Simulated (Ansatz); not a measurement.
```xyz
2

C     0.0151   -0.0359   -0.6133
O     0.0184   -0.0262    0.4451
```

Basis set: 6-31G* (spherical functions). Correlated methods keep 2 orbitals frozen. Charge 0, multiplicity 1.

Computed with Ansatz (development build ahead of 0.2.0); each method stands on the lowest determinant of its kind that the runs found. Restricted open shells among the atoms or ions are ROHF, correlated in semicanonical orbitals with singles.

Q: Give the atomization energy at this shape (free ground-state atoms in the same class of orbitals less the molecule, no zero-point energy) of singlet CO by RHF-MP2, RHF.

A:

| method | atomization energy |
| --- | --- |
| RHF-MP2 | 10.47 eV |
| RHF | 7.42 eV |

Caution: the shape is not the minimum.
